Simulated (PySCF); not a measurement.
## Computed properties of BH₅Si, SMILES B[SiH3]

BH5Si, SMILES [SiH3]B. Coordinates come from a B3LYP-D3(BJ)/def2-TZVP optimisation. Other conformers were not sampled. All values are computed for the isolated molecule unless a solvent is named; none is compared with measurement here.

**Structure.** The optimised structure has Cs symmetry. All 15 harmonic modes at B3LYP-D3(BJ)/def2-TZVP (PySCF) are real, so it is a minimum.

**Vibrations.** The strongest infrared lines (harmonic, unscaled, degenerate partners summed) lie at 895 cm⁻¹ (130 km/mol, H 88 %, Si 9 %), 2217 cm⁻¹ (111 km/mol, H 96 %), 2670 cm⁻¹ (90 km/mol, H 88 %, B 12 %). The softest mode is at 82 cm⁻¹ and the zero-point energy is 27.3 kcal/mol.

**Electronic structure.** ωB97X/def2-TZVPD (PySCF) places the frontier levels at -10.86 and -0.17 eV, a gap of 10.69 eV, and gives a dipole moment of 0.41 D and a mean polarisability of 45.6 bohr³.

**Excitations.** TDA-B3LYP/def2-TZVPD (PySCF) has S1 at 4.27 eV (290 nm, f = 0.006, weak); the most intense of the 10 singlets computed lies at 8.00 eV (f = 0.35). T1 (TDA) is at 3.38 eV, 0.89 eV under S1. No vertical singlet excitation falls in the visible range (under 3.1 eV).

**NMR.** GIAO shifts at KT2/pcSseg-2 (PySCF) (non-relativistic, atoms alike by connectivity averaged): ¹H from 3.9 to 10.8 ppm against TMS; ²⁹Si at -106.2 ppm against TMS; ¹¹B at 110.4 ppm against BF3.
